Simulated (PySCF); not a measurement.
H$_{2}$F$_{3}$NSi (SMILES N[Si](F)(F)F), singlet, geometry from GFN2-xTB, atoms displaced at random by about 0.03 Å a coordinate; DF-PBE/STO-3G, gradient (PySCF).

Input for PySCF:
```python
from pyscf import gto, scf, dft

mol = gto.M(
    atom='''
N     1.68299622   -0.28125509   -0.14020263
Si    0.02781297    0.04450999   -0.00501900
F    -0.81953864   -0.94753077   -0.91308456
F    -0.32346448    1.47958751   -0.38037303
F    -0.68481721   -0.14722611    1.47393788
H     2.02480521   -1.20954317   -0.12781993
H     2.34261000    0.37143647    0.19776096
''',
    basis='sto-3g',
    verbose=4,
)

mf = dft.RKS(mol)
mf.xc = 'pbe'
mf = mf.density_fit(auxbasis='def2-universal-jkfit')
mf.kernel()
g = mf.nuc_grad_method()
g.auxbasis_response = False
grad = g.kernel()
```

Problem. Write the output that PySCF gives for this input, abridged.

Solution. 
```
PySCF version 2.14.0

[INPUT] verbose = 4
[INPUT] num. atoms = 7
[INPUT] num. electrons = 50
[INPUT] charge = 0
[INPUT] spin (= nelec alpha-beta = 2S) = 0
[INPUT] symmetry False subgroup None
[INPUT] Mole.unit = angstrom
[INPUT] Symbol           X                Y                Z      unit          X                Y                Z       unit  Magmom
[...]
nuclear repulsion = 267.029303574792
number of shells = 19
number of NR pGTOs = 93
number of NR cGTOs = 31
basis = sto-3g
ecp = {}

******** <class 'pyscf.df.df_jk.DFRKS'> ********
method = DFRKS
initial guess = minao
damping factor = 0
level_shift factor = 0
DIIS = <class 'pyscf.scf.diis.CDIIS'>
diis_start_cycle = 1
diis_space = 8
diis_damp = 0
SCF conv_tol = 1e-09
SCF conv_tol_grad = None
SCF max_cycles = 50
direct_scf = False
XC library pyscf.dft.libxc version 7.1.2
    S. Lehtola, C. Steigemann, M. J. T. Oliveira, and M. A. L. Marques,  SoftwareX 7, 1–5 (2018)
XC functionals = pbe
    J. P. Perdew, K. Burke, and M. Ernzerhof,  Phys. Rev. Lett. 77, 3865 (1996)
    J. P. Perdew, K. Burke, and M. Ernzerhof,  Phys. Rev. Lett. 78, 1396 (1997)
    J. P. Perdew, K. Burke, and M. Ernzerhof,  Phys. Rev. Lett. 77, 3865 (1996)
    J. P. Perdew, K. Burke, and M. Ernzerhof,  Phys. Rev. Lett. 78, 1396 (1997)
radial grids:
    Treutler-Ahlrichs [JCP 102, 346 (1995); DOI:10.1063/1.469408] (M4) radial grids

becke partition: Becke, JCP 88, 2547 (1988); DOI:10.1063/1.454033
pruning grids: <function nwchem_prune>
grids dens level: 3
symmetrized grids: False
atomic radii adjust function: <function treutler_atomic_radii_adjust>
small_rho_cutoff = 0
Set gradient conv threshold to 3.16228e-05
Initial guess from minao.
tot grids = 95488
init E= -636.614254701814
[...]
cycle= 1 E= -635.832228078489  delta_E= 0.782  |g|= 0.776  |ddm|= 3.32
[...]
cycle= 2 E= -635.810319876242  delta_E= 0.0219  |g|= 0.844  |ddm|= 2.67
[...]
cycle= 3 E= -636.062529231121  delta_E= -0.252  |g|= 0.133  |ddm|= 1.51
[...]
cycle= 4 E= -636.068277297327  delta_E= -0.00575  |g|= 0.0359  |ddm|= 0.276
[...]
cycle= 5 E= -636.068726828191  delta_E= -0.00045  |g|= 0.0074  |ddm|= 0.0668
[...]
cycle= 6 E= -636.068745270619  delta_E= -1.84e-05  |g|= 0.00214  |ddm|= 0.0157
[...]
cycle= 7 E= -636.068747078123  delta_E= -1.81e-06  |g|= 0.000295  |ddm|= 0.00402
[...]
cycle= 8 E= -636.06874710671  delta_E= -2.86e-08  |g|= 0.00014  |ddm|= 0.000665
[...]
cycle= 9 E= -636.068747114229  delta_E= -7.52e-09  |g|= 4.85e-06  |ddm|= 0.000253
[...]
cycle= 10 E= -636.06874711424  delta_E= -1.05e-11  |g|= 3.67e-07  |ddm|= 9.27e-06
[...]
Extra cycle  E= -636.068747114241  delta_E= -1.02e-12  |g|= 5.02e-07  |ddm|= 1.75e-06
converged SCF energy = -636.068747114241

******** <class 'pyscf.df.grad.rks.Gradients'> for <class 'pyscf.df.df_jk.DFRKS'> ********
unit = Eh/Bohr
grid_response = False
--------------- DFRKS gradients ---------------
         x                y                z
0 N     0.0406543018    -0.0131542194     0.0193658510
1 Si    -0.0029433912     0.0681346829    -0.0529118413
2 F     0.0174043068     0.0285611877     0.0281928045
3 F     0.0162900071    -0.1002551844     0.0286215163
4 F    -0.0067452200     0.0014714509    -0.0043439918
5 H    -0.0203716419     0.0477794545    -0.0004767369
6 H    -0.0400210037    -0.0333946640    -0.0178078287
----------------------------------------------
```
